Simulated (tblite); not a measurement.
Species: C₅H₃NS.
InChI=1S/C5H3NS/c1-6-5-3-2-4-7-5/h2-4H

Computed with GFN2-xTB (tblite): harmonic, unscaled wavenumbers at the GFN2-xTB geometry, gas phase. The method is semi-empirical: single wavenumbers can be off by several per cent or more.

Harmonic wavenumbers (cm⁻¹): 152.6, 157.6, 343.9, 427.3, 477.7, 481.4, 535.1, 690.3, 726.1, 742.8, 811.7, 848.8, 850.7, 1057.1, 1076.8, 1149.9, 1190.4, 1348.0, 1449.0, 1541.7, 2176.9, 3134.2, 3143.7, 3166.1.

A = 5353, B = 1967, C = 1438 MHz; mass 108.999 u (most abundant isotopes); point group Cs, symmetry number 1.

Task: What is the zero-point energy?

Result: Half the sum of the wavenumbers: 13840 cm⁻¹ = 39.57 kcal/mol.

Task: Give the ideal-gas entropy at 350 K and 1 bar in the rigid-rotor, harmonic-oscillator model (classical rotation).

Result: Translation 40.80, rotation 27.93, vibration 13.77: S = 82.5 cal/(mol K).

Task: And Cp and H(350 K) − H(0)?

Result: Cp = 27.03 cal/(mol K), of which vibrations give 19.08 (their classical limit is 24 R = 47.7); H(350 K) − H(0) = 5.72 kcal/mol without the zero-point energy, 2.94 from vibrations.

Task: Which modes carry the vibrational entropy at 350 K?

Result: 152.6 cm⁻¹: 2.95; 157.6 cm⁻¹: 2.88; 343.9 cm⁻¹: 1.46; 427.3 cm⁻¹: 1.10; 477.7 cm⁻¹: 0.94; 481.4 cm⁻¹: 0.93 cal/(mol K); the other 18 give 3.51 together.

Task: What must be added to the electronic energy to get the Gibbs energy at 350 K and 1 bar?

Result: ZPE + [H(350 K) − H(0)] − T·S = 39.57 + 5.72 − 28.87 = 16.42 kcal/mol.

Hindered rotation and anharmonicity are outside this model.

Time: 0.25 s wall. Hardware: an Arm Neoverse V1 with one thread (shared host). The figure is for the frequency step alone.
